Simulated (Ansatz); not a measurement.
Z-matrix (Å, degrees):
```
C
N 1 1.450
H 1 1.100 2 115.0
H 1 1.095 2 110.6 3 -122.0
H 1 1.095 2 109.7 3 120.8
Sn 2 2.029 1 119.4 3 -70.6
H 2 1.011 1 111.5 3 65.0
N 6 2.029 2 114.7 1 55.5
H 6 1.704 2 106.9 1 -61.5
H 6 1.704 2 105.8 1 173.1
C 8 1.450 6 119.4 2 55.5
H 8 1.011 6 113.5 2 -79.2
H 11 1.095 8 109.7 6 50.2
H 11 1.095 8 110.6 6 167.4
H 11 1.100 8 115.0 6 -70.6
```

Charge 0, multiplicity 1. Sn takes the def2 core potential.

**Question.** List the PBE/def2-TZVPP orbital energies in eV (Ansatz). (Best estimate.)

**Answer.** The calculation gave: Occupied: -379.86, -379.86, -269.32, -269.32, -132.87, -88.82, -88.81, -88.78, -25.44, -25.39, -25.33, -25.21, -25.20, -21.26, -20.97, -16.01, -15.89, -12.75, -11.45, -11.06, -10.21, -10.12, -9.83, -9.40, -7.93, -7.88, -7.49, -5.46, -4.81. Lowest empty: -0.63, -0.18, -0.07, 0.69, 0.93, 1.25, 1.58, 1.92.
